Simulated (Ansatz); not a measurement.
Process, species as SMILES: F[SiH2]F → 2 F atom + 2 H atom + Si atom
B3LYP-D3(BJ)/def2-TZVP geometries, fixed; electronic energies without zero-point terms.

How fast the atomisation energy converges with the basis for several methods (Ansatz, a quantum-chemistry and plane-wave program): deviation from each method's own reference, in kcal/mol. References: B3LYP 439.28 kcal/mol, the value in aug-pcseg-3; CCSD(T) 447.88 kcal/mol, Hartree-Fock in cc-pV(Q+d)Z plus the correlation part extrapolated as X^-3 from cc-pV(T+d)Z and cc-pV(Q+d)Z; HF 342.10 kcal/mol, the value in aug-pcseg-3; MP2 460.90 kcal/mol, Hartree-Fock in aug-cc-pV(Q+d)Z plus the correlation part extrapolated as X^-3 from aug-cc-pV(T+d)Z and aug-cc-pV(Q+d)Z; PBE 440.83 kcal/mol, the value in aug-pcseg-3; wB97M-V 444.03 kcal/mol, the value in aug-pcseg-3. Cartesian d functions, on some or all atoms, in 6-31+G*, 6-311G**, 6-311+G**; all else is spherical. In correlated methods cores are frozen. Open shells are unrestricted. No added dispersion term, no relativity. Functionals ending in -V hold VV10 correlation. 

```tsv
basis	functions	B3LYP	CCSD(T)	HF	MP2	PBE	wB97M-V
STO-3G	21	5.44	-88.69	-30.44	…	20.00	9.28
def2-SV(P)	50	-14.17	-55.82	-20.07	…	-10.95	-9.73
pcseg-1	56	-18.87	-43.73	-20.42	…	-16.52	-16.65
6-31+G*	65	-15.27	-45.94	-15.52	…	-13.44	-12.01
6-311G**	75	-16.54	-40.18	-20.57	…	-14.20	-15.37
6-311+G**	87	-19.60	-40.12	-21.27	…	-18.19	-18.89
def2-TZVP	111	-2.30	-17.93	-3.48	…	-1.54	-1.51
pcseg-2	122	-1.98	-7.81	-1.44	…	-1.65	-2.14
cc-pV(T+d)Z	127	-1.43	-15.34	-4.31	…	-0.21	-0.18
def2-TZVPD	141	-2.55	-16.79	-3.38	…	-2.09	-2.05
aug-pcseg-2	188	-1.11	-6.85	-0.66	…	-0.96	-1.25
def2-QZVPP	244	-0.60	-5.44	-1.13	…	-0.46	-0.77
```

Question: Complete the blanks.

Answer: 
- STO-3G, MP2: -112.58
- def2-SV(P), MP2: -55.51
- pcseg-1, MP2: -43.56
- 6-31+G*, MP2: -46.20
- 6-311G**, MP2: -43.10
- 6-311+G**, MP2: -42.88
- def2-TZVP, MP2: -18.29
- pcseg-2, MP2: -9.58
- cc-pV(T+d)Z, MP2: -15.61
- def2-TZVPD, MP2: -17.22
- aug-pcseg-2, MP2: -8.10
- def2-QZVPP, MP2: -5.94

Mean absolute deviation over 6-311G**, 6-311+G**, def2-TZVP, pcseg-2, cc-pV(T+d)Z, def2-TZVPD, aug-pcseg-2: PBE 5.55, wB97M-V 5.91, B3LYP 6.50, HF 7.87, CCSD(T) 20.72, MP2 22.11 kcal/mol.
